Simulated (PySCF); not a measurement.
## Removing an electron from `O=C[SiH2]O[SiH2]O[SiH3]`

Species: CH8O3Si3.
Cartesian coordinates in Å at the PBE0-D3(BJ)/def2-SVP level; atoms count from 1:
```xyz
15
CH8O3Si3 angstrom
O     -4.2821    0.0900    0.2676
C     -3.2721    0.7191    0.0673
Si    -1.6070   -0.2098   -0.1745
O     -0.4217    0.9158   -0.4290
Si     1.1262    1.3907   -0.7573
O      2.1684    0.1334   -0.5425
Si     2.4352   -1.4220   -0.0340
H     -3.2999    1.8450    0.0213
H     -1.3348   -1.0043    1.0579
H     -1.7480   -1.1235   -1.3448
H      1.2015    1.8342   -2.1735
H      1.4796    2.4869    0.1812
H      2.8506   -1.4282    1.3989
H      3.5089   -2.0245   -0.8716
H      1.1791   -2.2210   -0.1798
```

Level: CAM-B3LYP/def2-SVPD (PySCF). Frontier orbitals with their largest atomic shares (Löwdin; up to four atoms above 4 %):

| orbital | ε (eV) | main atoms |
| --- | --- | --- |
| HOMO−3 | -10.77 | O6 27 %, Si7 22 %, H15 19 %, O4 9 % |
| HOMO−2 | -10.67 | O6 19 %, O4 16 %, Si7 16 %, H14 12 % |
| HOMO−1 | -10.04 | O6 20 %, Si5 17 %, O4 14 %, H11 13 % |
| HOMO | -8.64 | ? |
| LUMO | -0.62 | C2 40 %, O1 32 %, Si3 15 %, H8 6 % |
| LUMO+1 | 0.56 | Si5 20 %, Si7 20 %, Si3 13 %, O6 7 % |
| LUMO+2 | 0.97 | Si7 21 %, Si5 12 %, Si3 11 %, O6 10 % |

Question: What vertical ionisation energy does ΔSCF give, and how far is −ε(HOMO) from it?

Answer: ΔSCF: 9.62 eV (928 kJ/mol; threshold wavelength 129 nm); ⟨S²⟩ of the doublet left behind is 0.758, against 0.75 for a pure doublet. −ε(HOMO) is 8.64 eV, 0.98 eV below it. In exact Kohn–Sham theory the two would be equal; CAM-B3LYP (range-separated hybrid) falls short of its own ΔSCF value by 10 %.

Question: On which atoms does the HOMO lie?

Answer: O1 (carbonyl oxygen) 49 %, C2 (carbonyl carbon) 22 %, Si3 (oxygen-bound silicon) 11 %, H8 (formyl hydrogen) 10 %. The HOMO−1 lies 1.40 eV lower.

Question: And the vertical electron affinity, the fundamental gap, Mulliken's electronegativity and the hardness (with the factor ½)?

Answer: EA = -0.19 eV by ΔSCF (−ε(LUMO) = 0.62 eV); a negative value means that the added electron isn't bound at this geometry and level, and the number then depends on the basis. IE − EA = 9.81 eV against an orbital gap of 8.02 eV; (IE + EA)/2 = 4.71 eV; (IE − EA)/2 = 4.90 eV. Parr's electrophilicity index (IE + EA)²/[8(IE − EA)] is 1.13 eV.

Question: What kinetic energy would electrons from this vertical process carry with 118.2 nm light (10.49 eV)?

Answer: 10.49 − 9.62 = 0.87 eV.

Question: Shift the occupied levels rigidly so that −ε(HOMO) equals the ΔSCF value. What binding energies result?

Answer: The shift is +0.98 eV: HOMO 9.62, HOMO−1 11.02, HOMO−2 11.65, HOMO−3 11.75 eV. A rigid shift is only a rough guide to the deeper ionisations.

Question: How many of the 10 lowest singlet excitations (vertical TDDFT, same level) lie below the ionisation energy?

Answer: All 10; they run from 3.20 to 7.86 eV.

Question: With α = 97.4 au, estimate the like-pair dispersion coefficient by London's formula C6 = (3/4)α²I.

Answer: I = 0.3534 Eh, so C6 ≈ 2510 au, a rough estimate.

The structure is a single PBE0-D3(BJ)/def2-SVP conformer in the gas phase; no vibrational or solvent corrections.

These values come from a run that also computed excited states and ΔSCF ions. On Intel Xeon at 2.50 GHz, one thread, no GPU, shared host with 64 logical CPUs at a one-minute load of 63, this took 6.5 min (with the writing of density and orbital grids) and 1.1 GiB of memory at its peak.
